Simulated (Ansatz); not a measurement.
ZnI2, SMILES [I][Zn][I].

The structure is a stationary point at PBE-D3(BJ)/def2-SVP. The isomer is the one that the SMILES or the coordinates give; other isomers of the formula were not compared. The def2 effective core potentials stand for the cores of I; spin–orbit coupling is left out.

Two levels are set side by side: PBE/def2-SVPD (Ansatz, an electronic-structure program) and ωB97X-V/def2-SVPD (Ansatz). Energy differences of separate SCF runs at the same geometry; the states with an electron removed or added have multiplicity 2 and 2. Differences are taken from unrounded values.

```csv
quantity,ωB97X-V
vertical ionisation energy (eV),10.15
vertical singlet–triplet gap (eV),4.98
```

### Question
What does PBE give, and how far is it from ωB97X-V? (An estimate is asked for; the answer gives what the named calculation found.)

### Answer

```
quantity                            PBE  PBE minus ωB97X-V
---------------------------------  ----  -----------------
vertical ionisation energy (eV)    9.30              -0.85
vertical singlet–triplet gap (eV)  3.90              -1.08
```
